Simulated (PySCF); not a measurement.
NMR data sheet: C₄H₁₀O₂S

- Formula: C4H10O2S
- SMILES: CC(C)S(C)(=O)=O
- InChI: InChI=1S/C4H10O2S/c1-4(2)7(3,5)6/h4H,1-3H3
- Point group of the computed structure: C1
- Degrees of unsaturation: 0
- Carbon signals: 3
- Proton signals: 3

Molfile (atoms numbered from 1):
```
C4H10O2S
     RDKit          3D

 17 16  0  0  0  0  0  0  0  0999 V2000
   -1.6957    1.0525   -0.2471 C   0  0  0  0  0  0  0  0  0  0  0  0
   -0.6320    0.1131    0.2990 C   0  0  0  0  0  0  0  0  0  0  0  0
   -0.8805   -1.3342   -0.0812 C   0  0  0  0  0  0  0  0  0  0  0  0
    0.9517    0.6976   -0.3193 S   0  0  0  0  0  6  0  0  0  0  0  0
    2.1576   -0.3519    0.4455 C   0  0  0  0  0  0  0  0  0  0  0  0
    1.1559    2.0268    0.1942 O   0  0  0  0  0  0  0  0  0  0  0  0
    1.0006    0.4623   -1.7391 O   0  0  0  0  0  0  0  0  0  0  0  0
   -1.4870    2.0880    0.0209 H   0  0  0  0  0  0  0  0  0  0  0  0
   -1.7491    0.9773   -1.3348 H   0  0  0  0  0  0  0  0  0  0  0  0
   -2.6672    0.7731    0.1650 H   0  0  0  0  0  0  0  0  0  0  0  0
   -0.5557    0.2286    1.3850 H   0  0  0  0  0  0  0  0  0  0  0  0
   -0.8314   -1.4562   -1.1646 H   0  0  0  0  0  0  0  0  0  0  0  0
   -0.1638   -2.0162    0.3789 H   0  0  0  0  0  0  0  0  0  0  0  0
   -1.8775   -1.6299    0.2525 H   0  0  0  0  0  0  0  0  0  0  0  0
    2.0585   -0.2946    1.5287 H   0  0  0  0  0  0  0  0  0  0  0  0
    3.1209    0.0566    0.1390 H   0  0  0  0  0  0  0  0  0  0  0  0
    2.0533   -1.3722    0.0828 H   0  0  0  0  0  0  0  0  0  0  0  0
  1  2  1  0
  2  3  1  0
  2  4  1  0
  4  5  1  0
  4  6  2  0
  4  7  2  0
  1  8  1  0
  1  9  1  0
  1 10  1  0
  2 11  1  0
  3 12  1  0
  3 13  1  0
  3 14  1  0
  5 15  1  0
  5 16  1  0
  5 17  1  0
M  END
```

[PySCF: σ from GIAO-B97-2/pcSseg-2; geometry from PBE0-D3(BJ)/def2-TZVP; single conformer; fast rotation and ring inversion assumed for equivalent nuclei; non-relativistic; in vacuum]

Shifts are taken against calculated references (same method and geometry level): ¹H (σref 31.64), ¹³C (σref 185.38) against TMS; ¹⁷O (σref 327.66) vs H2O; ³³S (σref 517.10) vs CS2.

```tsv
carbon	δC, type	δH (multiplicity)	HMBC from (2–3 bonds)	span of the C tensor (ppm)
C1/C3	16.9, CH3	1.29 (d)	H11, H8/H9/H10/H12/H13/H14	30
C2	58.6, CH	2.72 (sept)	H15/H16/H17, H8/H9/H10/H12/H13/H14	52
C5	38.7, CH3	2.42 (s)	H11	64
```

Other nuclei:
```csv
atoms,nucleus,environment,δ (ppm),σ (ppm)
O6/O7,¹⁷O,S=O oxygen,185.4,142.2
S4,³³S,sulfone sulfur,340,177.4
```

1. Carbon types of the structure: 1 × CH, 3 × CH3, which accounts for all hydrogens.
2. δC 58.6: sp3 CH bonded to S.
3. δC 38.7: methyl carbon bonded to S.
4. δC 16.9: methyl carbon; a saturated carbon with 1 carbon neighbour and no heteroatom attached.
5. δH 2.72: hydrogen on an sp3 CH bonded to S.
6. δH 2.42: hydrogen on a methyl carbon bonded to S.

Shifts are as computed. Against solution values, carbons near 30 ppm lie about +3 ppm off and those near 130 ppm about +7 ppm. Of 1309 compounds with measured shifts, 239 miss one by over three times the rms of a fit or turn the order of signals round; such compounds aren't used in these exercises. Experimental scales use liquid or dissolved standards, which lie at an offset from isolated H2O (liquid H2O: subtract about 36 ppm). Multiplicities follow the n + 1 count of equivalent neighbours, as no J values were calculated; m marks all less simple cases, F and P coupling included.
